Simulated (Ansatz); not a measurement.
Cost and result for the atomization energy of `[Cl][Sn]([Cl])([Br])[Br]` (5 atoms, 4 bonds).

Total charge 0; spin multiplicity 1. Correlated methods include outer-core shells of Br, Sn, which these sets cover unevenly. Scalar relativity is left out up to krypton. Sn: def2 effective core potential. The structure was optimised at the PBE0-D4/def2-TZVP level. Program: Ansatz. All runs use 4 threads of an AMD EPYC 9R45 on a shared host. Times are those of one run each, without the atoms' runs, and a repeat can differ threefold. Electronic energies, without spin–orbit coupling; frozen cores. CCSD(T)/CBS adds CCSD(T) − MP2 in def2-TZVPP to the MP2 limit, and its time is that of the two runs behind it. T1 = 0.009. With those shells the extrapolation isn't a true limit. B3LYP takes the VWN-RPA correlation (the form of Gaussian; ORCA's B3LYP/G).

CCSD(T)/CBS is a level of theory with its own doubt, some kJ/mol a heavy atom from the limit and from the frozen cores, so smaller differences don't rank the functionals.

```
                             level  functions  wall time
            LDA (SPW92)/def2-TZVPP        230      0.6 s
   PBE-D4/def2-TZVPP (with forces)        230      1.1 s
               BHLYP-D4/def2-TZVPP        230      1.9 s
r2SCAN-D4/def2-TZVPP (with forces)        230      2.1 s
           CAM-B3LYP-D4/def2-TZVPP        230      2.1 s
 B3LYP-D4/def2-TZVPP (with forces)        230      2.8 s
                 B2PLYP/def2-TZVPP        230      2.8 s
                ωB97X-V/def2-TZVPP        230      3.8 s
                  CCSD(T)/def2-SVP        126      5.5 s
  ωB97M-V/def2-TZVPP (with forces)        230        6 s
                    MP2/def2-QZVPP        400        8 s
                CCSD(T)/def2-TZVPP        230       97 s
                 CCSD(T)/CBS(def2)          –      110 s
```

Task: What atomization energy does each give, and how far from CCSD(T)/CBS? (Estimate.)

Result: The calculation gave: 
| level | atomization (kcal/mol) | difference from CCSD(T)/CBS | per bond |
| --- | --- | --- | --- |
| LDA (SPW92)/def2-TZVPP | 349.3 | 44.7 | 11.2 |
| PBE-D4/def2-TZVPP (with forces) | 303.5 | -1.1 | -0.3 |
| BHLYP-D4/def2-TZVPP | 279.7 | -24.9 | -6.2 |
| r2SCAN-D4/def2-TZVPP (with forces) | 301.5 | -3.1 | -0.8 |
| CAM-B3LYP-D4/def2-TZVPP | 285.2 | -19.4 | -4.8 |
| B3LYP-D4/def2-TZVPP (with forces) | 285.9 | -18.7 | -4.7 |
| B2PLYP/def2-TZVPP | 283.5 | -21.1 | -5.3 |
| ωB97X-V/def2-TZVPP | 298.5 | -6.1 | -1.5 |
| CCSD(T)/def2-SVP | 262.1 | -42.5 | -10.6 |
| ωB97M-V/def2-TZVPP (with forces) | 293.5 | -11.1 | -2.8 |
| MP2/def2-QZVPP | 311.5 | 6.9 | 1.7 |
| CCSD(T)/def2-TZVPP | 283.7 | -20.9 | -5.2 |
| CCSD(T)/CBS(def2) | 304.6 | 0.0 | 0.0 |

In def2-TZVPP, CCSD(T) changes the Hartree–Fock value by +81.6 kcal/mol (the triples alone add +10.3 kcal/mol) and MP2 by +97.0 kcal/mol; breaking electron pairs costs correlation energy, which Hartree–Fock lacks. Leaving LDA and LC-ωPBE aside and taking each functional with its dispersion term where it has one, the values, not all of them listed here, spread over 25.2 kcal/mol, from BHLYP-D4 to B97M-V. LDA lies +52.1 kcal/mol from PBE without D4, its usual overbinding. From PBE to PBE0 (25 % exact exchange), in def2-TZVPP and without D4, the atomization energy moves by −5.0 kcal/mol: exact exchange takes away binding that semilocal exchange gives to molecules.

Spin–orbit coupling would lower the free Sn atoms strongly, and the atomization energy with them, by more than many differences here. For some Ge, Se and Sn compounds the MP2-based and the directly extrapolated limit differ by 10 to 25 kJ/mol.
